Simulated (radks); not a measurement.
Question: Radial electron density D(r) = 4 pi r^2 rho(r) of an atom or ion with 62 electrons. Method: scalar-relativistic Kohn-Sham, SOGGA, spin-unpolarised, spherical densities, finite nucleus; Fermi nuclear charge, rms radius of each element as measured or else 0.836 A^(1/3) + 0.57 fm; computed with a radial shooting solver on a logarithmic mesh with Libxc functionals.

```
   r/bohr * D(r) (the largest magnitude, 109, reaches the edge; | marks zero)
 0.002794 |        *
 0.003253 |          *
 0.003817 |             *
 0.004444 |                *
 0.005215 |                    *
 0.006071 |                       *
 0.007068 |                           *
 0.008294 |                               *
 0.009656 |                                   *
  0.01124 |                                      *
  0.01319 |                                        *
  0.01536 |                                         *
  0.01802 |                                        *
  0.02098 |                                       *
  0.02442 |                                     *
  0.02866 |                                    *
  0.03337 |                                    *
  0.03916 |                                       *
  0.04558 |                                           *
  0.05307 |                                                *
  0.06227 |                                                     *
   0.0725 |                                                      *
   0.0844 |                                                   *
  0.09904 |                                              *
   0.1153 |                                         *
   0.1353 |                                        *
   0.1575 |                                           *
   0.1834 |                                               *
   0.2152 |                                              *
   0.2505 |                                       *
   0.2916 |                             *
   0.3422 |                    *
   0.3984 |                  *
   0.4676 |                    *
   0.5443 |                      *
   0.6337 |                    *
   0.7436 |               *
   0.8657 |          *
    1.016 |       *
    1.183 |     *
    1.377 |    *
    1.616 |   *
    1.881 |  *
     2.19 | *
     2.57 |*
    2.992 |*
    3.511 *
    4.087 *
    4.758 *
    5.583 *
      6.5 *
    7.567 *
     8.88 *
    10.34 *
    12.13 *
    14.12 *
```

What is the nuclear charge?

Answer: Z = 62. The innermost maximum, from 1s, lies near gamma/Z bohr with gamma = sqrt(1 - (Z/c)^2) = 0.892, here 0.0144 bohr (found: 0.0157), and its height grows with Z. The density is that of neutral samarium in [Xe] 4f6 6s2; the configuration itself is not fixed sharply by these data, and Z only to a few units. D(r) has 4 maxima, at r = 0.0157, 0.0702, 0.195, 0.540 bohr, and minima at 0.0303, 0.129, 0.389 bohr, inside which lie 1.95, 11.14, 29.16 electrons.
